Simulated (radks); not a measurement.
The numbers below are computed, except where a source is named.
Exchange energies: the exact (Fock) value of the Kohn-Sham orbitals and density-functional approximations, as 100 (|E| - |E exact|)/|E exact|, negative where the magnitude is too small. Species: K16+ [He] 2s1; Si3+ [Ne] 3s1; Li [He] 2s1. Code: a radial shooting solver on a logarithmic mesh with Libxc functionals. Model: non-relativistic Kohn-Sham, PBE, spin-polarised, spherical densities, point nucleus. Every spin shell is full or empty, so the densities are truly spherical. Functionals are evaluated on that one density, not self-consistently.

functional           K16+      Si3+        Li
exact (hartree)  -13.3316  -19.4788  -1.77080
LDA                -13.20     -8.44    -13.51
PBEsol              -5.61     -3.66     -5.52
PW86                +0.33     +0.56     +0.69
OPTX                -0.23     +0.01     +0.09
AM05               -10.33     -7.27    -10.45
B86b                -0.48     +0.09     -0.18
G96                 -0.16     +0.11     +0.05
EV93                +4.13     +1.53     +4.90
r2SCAN              -0.28     +0.07     +0.14
